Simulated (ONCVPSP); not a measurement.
**Gd (Z = 64), ONCV: configuration errors across variants**

ONCVPSP 4.0.1 input, shortened (lines: element, Z, core and valence counts, functional; n l f; lmax; l rc ep ncon nbas qcut; lloc lpopt rc5 dvloc0; l nproj debl; icmod fcfact rcfact), PBE, fully relativistic:

```
  Gd 64.00    9    5        4      upf
    1    0    2.00
    2    0    2.00
    2    1    6.00
    3    0    2.00
    3    1    6.00
    3    2   10.00
    4    0    2.00
    4    1    6.00
    4    2   10.00
    4    3    7.00
    5    0    2.00
    5    1    6.00
    5    2    1.00
    6    0    2.00
    3
    0    2.40    0.00    3    8    5.70
    1    2.05    0.00    5    8    8.20
    2    2.70    0.00    3    8    7.10
    3    1.35    0.00    5   10   13.80
    4    5    0.85    3.00
    0    2    1.70
    1    2    0.80
    2    2    1.90
    3    2    1.60
    1    0.60    0.00
```

Open shells are filled in proportion to 2j + 1.

In the p channel the program set the typed energies aside and used -0.955, 0.250 Ha (j = l + 1/2; the other j can differ).

All-electron excitation energies from the reference (eV): (1) 4f7 5s2 5p6 5d1 6s1 6.646; (2) 4f7 5s2 5p6 5d1 6s0 18.745; (3) 4f7 5s2 5p6 5d1 6s1 6p1 2.856.

A true bound ghost makes a file unfit for plane-wave use even where its test errors are small: the radial tests pick states by their node count and pass the ghost by.

Errors AE − PS in meV (a dash: test not solved or not reliable):

| change | (1) | (2) | (3) | bound ghosts | GHOST(+) flags above zero |
| --- | --- | --- | --- | --- | --- |
| base | -0.4 | -2.8 | -0.5 | s, p3/2 | p1/2, d3/2 |
| d: rc 1.92 | -0.3 | -2.8 | -0.5 | s, p3/2 | d5/2, p1/2 |
| d: rc 2.22 | -0.4 | -2.8 | -0.5 | s, p3/2 | d5/2, p1/2, d3/2 |
| d: rc 2.68 | -0.4 | -2.8 | -0.5 | s, p3/2 | p1/2, d3/2 |
| d: rc 3.38 | -0.4 | -4.2 | -0.5 | s, d5/2, d3/2, p3/2 | p1/2 |
| d: rc 3.9 | +0.6 | -0.3 | -0.4 | s, p3/2 | d5/2, p1/2, d3/2 |

Q: Give the same row for: d: rc 3.06.

A: -0.3, -3.1, -0.5; bound ghosts: s, p3/2; GHOST(+) flags above zero: d5/2, p1/2, d3/2.
